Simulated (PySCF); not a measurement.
C₄H₁₂PSi (charge +1).
Atom-mapped SMILES: `[PH3+:1][SiH2:2][CH:3]1[CH2:4][CH2:5][CH2:6]1` (hydrogens: H7, H8, H9 on P1; H10, H11 on Si2; H12 on C3; H13, H14 on C4; H15, H16 on C5; H17, H18 on C6)

Level: PBE0/def2-SVPD in PySCF, non-relativistic, on one gas-phase PBE0-D3(BJ)/def2-SVP geometry that isn't relaxed in the solvent. The solvent is an IEF-PCM continuum (van der Waals radii × 1.2), and excitations are vertical TDDFT with non-equilibrium linear response and a frozen core. The model holds no explicit solvent molecules, cavitation or dispersion.

Gas-phase singlets (H = HOMO, L = LUMO):

```
state  E (eV)  λ (nm)      f  leading configurations
   S1   6.321     196  0.027                 H→L 94%
   S2   6.449     192  0.001               H→L+1 99%
   S3   6.588     188  0.027               H→L+2 92%
   S4   6.822     182  0.000               H-1→L 98%
   S5   6.828     182  0.001               H-2→L 97%
```

Q: How does the list change in cyclohexane (ε = 2.017)?

A: 
```csv
state,E (eV),λ (nm),f,leading configurations,change by rank (eV)
S1,6.511,190,0.027,H→L 95%,+0.190
S2,6.742,184,0.001,H→L+1 99%,+0.293
S3,6.780,183,0.047,H→L+2 92%,+0.192
S4,7.066,175,0.006,H-2→L 92%,+0.244
S5,7.084,175,0.000,H-1→L 95%,+0.256
```

Q: What are the lowest 5 singlets in dimethylsulfoxide (ε = 46.83)?

A: 
```json
{"state": "S1", "E (eV)": "6.773", "λ (nm)": "183", "f": "0.017", "leading configurations": "H→L 96%", "change by rank (eV)": "+0.452"}
{"state": "S2", "E (eV)": "7.089", "λ (nm)": "175", "f": "0.047", "leading configurations": "H→L+1 92%", "change by rank (eV)": "+0.640"}
{"state": "S3", "E (eV)": "7.182", "λ (nm)": "173", "f": "0.001", "leading configurations": "H→L+2 99%", "change by rank (eV)": "+0.594"}
{"state": "S4", "E (eV)": "7.376", "λ (nm)": "168", "f": "0.027", "leading configurations": "H-1→L 92%", "change by rank (eV)": "+0.554"}
{"state": "S5", "E (eV)": "7.418", "λ (nm)": "167", "f": "0.000", "leading configurations": "H-2→L 98%", "change by rank (eV)": "+0.590"}
```

Q: The ground-state energy changes by -2.393 eV from gas to dimethylsulfoxide. By how much does the total energy of gas-phase S1 change?

A: E(S1) = E(S0) + excitation energy, so it changes by -2.393 + 0.452 = -1.941 eV: it is lowered less than the ground state, which is what a blue shift means. This is the vertical state, with the slow part of the continuum still set for S0.

Q: How do the frontier levels move from gas to dimethylsulfoxide?

A: 
```
orbital  gas (eV)  solvent (eV)  change (eV)                   Löwdin shares, gas                 Löwdin shares, solvent
 LUMO+2     -4.75         -0.26        +4.49   P1 27 %, Si2 23 %, H8 18 %, C3 9 %    P1 45 %, Si2 15 %, H7 12 %, H9 12 %
 LUMO+1     -4.93         -0.32        +4.61  P1 49 %, H7 13 %, H9 13 %, Si2 12 %    P1 32 %, H8 20 %, Si2 16 %, C3 10 %
   LUMO     -5.04         -0.62        +4.42  P1 38 %, Si2 19 %, H9 10 %, H7 10 %      Si2 31 %, P1 26 %, H9 8 %, H7 8 %
   HOMO    -12.43         -8.53        +3.90  C3 18 %, Si2 12 %, C4 12 %, C6 12 %    C3 20 %, Si2 13 %, C6 11 %, C4 11 %
 HOMO-1    -12.95         -9.09        +3.86   C4 24 %, C6 24 %, C5 16 %, C3 12 %     C5 22 %, C3 21 %, C4 13 %, C6 13 %
 HOMO-2    -12.97         -9.12        +3.85   C5 23 %, C3 21 %, C4 14 %, C6 14 %     C4 23 %, C6 23 %, C5 15 %, C3 13 %
 HOMO-3    -14.08        -10.08        +4.00  Si2 19 %, C6 13 %, C4 13 %, C5 12 %  Si2 25 %, H10 15 %, H11 14 %, C5 10 %
```

The HOMO–LUMO gap goes from 7.39 to 7.91 eV. Rows go by rank; for HOMO-3, LUMO, LUMO+1 and LUMO+2 the atom shares or the degeneracy differ between the runs, so the row needn't follow one orbital.

Shape of the structure used: `[PH3+:1][SiH2:2][CH:3]1[CH2:4][CH2:5][CH2:6]1`: P1–Si2–C3–C4 51°.
